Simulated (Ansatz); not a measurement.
Input file for Ansatz (a first-principles code): R-r2SCAN/def2-TZVPPD on C3H9Cl (a complex), monomers drawn apart or pushed together. Files ending in .json are basis or fitting sets from the Basis Set Exchange.

Ansatz 0.2 input:
```yaml
crystal:
  periodic: [false, false, false]
  atoms:
    - {symbol: C, position_ang: [-0.67173637, -0.91113849, 0.84014473]}
    - {symbol: Cl, position_ang: [-0.84297385, 0.87418651, 0.79900366]}
    - {symbol: H, position_ang: [-0.58797957, -1.26875247, -0.18153443]}
    - {symbol: H, position_ang: [0.22178746, -1.15511480, 1.40631480]}
    - {symbol: H, position_ang: [-1.55089701, -1.32722810, 1.32200514]}
    - {symbol: C, position_ang: [0.97925432, 0.24938500, 5.30079792]}
    - {symbol: C, position_ang: [-0.37085087, -0.44839780, 5.43591683]}
    - {symbol: H, position_ang: [1.30153509, 0.29405250, 4.25906714]}
    - {symbol: H, position_ang: [1.75412702, -0.26750301, 5.87066407]}
    - {symbol: H, position_ang: [0.92956166, 1.27683639, 5.66591560]}
    - {symbol: H, position_ang: [-1.13579071, 0.06150629, 4.84799621]}
    - {symbol: H, position_ang: [-0.70612457, -0.46710373, 6.47475814]}
    - {symbol: H, position_ang: [-0.32083744, -1.48372252, 5.09112724]}
basis:
  gaussian:
    orbitals: def2-TZVPPD.json
hamiltonian:
  xc: {name: r2SCAN}
scf: {lower_state_search: off}
```

The head of its log:

```
WARN ansatz: RAYON_NUM_THREADS=1 ignored (pool sized by the plan → 1); use --threads N
Functional definition: r2SCAN
these checks for a lower state are left out or cut short: stability, starts, cluster_reference, orbital_swaps, neighbouring_geometries, increment
integrals: 0.25 GiB planned
1377 factors; their error is unknown
mean field: 1.78 GiB planned
mean field evaluation 1: about -15765.8463 eV, gradient 7.6e1 eV
mean field evaluation 2: about -15753.1873 eV, gradient 1.0e2 eV
```

Task: Predict the final total energy.

Result: -579.8815 hartree.
